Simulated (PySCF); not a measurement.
Basis and Hamiltonian dependence of the excitation energy of B

B [He] 2s2 2p1 (2P) → B [He] 2s2 3s1 (2S). All values are computed (PySCF 2.14, energy differences of UHF-based or UKS calculations, no spin-orbit coupling). Values in eV.

```tsv
basis	Hamiltonian	functions	UHF	r2SCAN	PBE0	MP2 (valence)	CCSD(T) (valence)	CCSD(T) (valence and next inner shell)
aug-cc-pVDZ-DK	spin-free X2C	23	5.103	5.573	5.364	5.069	4.913	n/a
aug-cc-pwCVDZ	non-relativistic	27	5.083	5.547	5.328	5.053	4.901	4.914
dyall-av2z	non-relativistic	42	5.077	5.552	5.332	5.056	4.913	n/a
aug-cc-pVTZ	non-relativistic	46	5.040	5.539	5.311	5.110	4.975	n/a
aug-cc-pwCVTZ	non-relativistic	59	5.039	5.538	5.311	5.109	4.975	5.006
aug-cc-pCVTZ-DK	spin-free X2C	59	5.036	5.536	5.309	5.104	4.971	4.989
dyall-av3z	non-relativistic	71	4.980	5.514	5.280	5.057	4.928	n/a
dyall-av3z	spin-free X2C	71	4.977	5.511	5.277	5.054	4.925	n/a
x2c-QZVPPall with one added diffuse shell each of s, p, d, f type	spin-free X2C	73	5.015	5.532	5.297	5.110	4.971	4.998
dyall-acv3z	non-relativistic	76	4.980	5.514	5.280	5.057	4.928	4.946
aug-cc-pVQZ-DK	spin-free X2C	80	5.002	5.530	5.292	5.097	4.959	n/a
aug-cc-pCVQZ-DK	spin-free X2C	109	5.002	5.528	5.291	5.099	n/a	n/a
aug-cc-pwCVQZ	non-relativistic	109	5.005	5.532	5.293	5.103	n/a	n/a
```

Q: Estimate the row for aug-cc-pVDZ (non-relativistic, 23 functions).

A: From the rows with the same Hamiltonian and similar size; the calculation gives UHF 5.11; r2SCAN 5.58; PBE0 5.37; MP2 (valence) 5.07; CCSD(T) (valence) 4.92 (eV).

Frozen in the all-electron rows: valence: 1s2; valence and next inner shell: nothing.

Reference for a calculation without spin-orbit coupling: 4.963 eV (measured, between term centres; NIST).
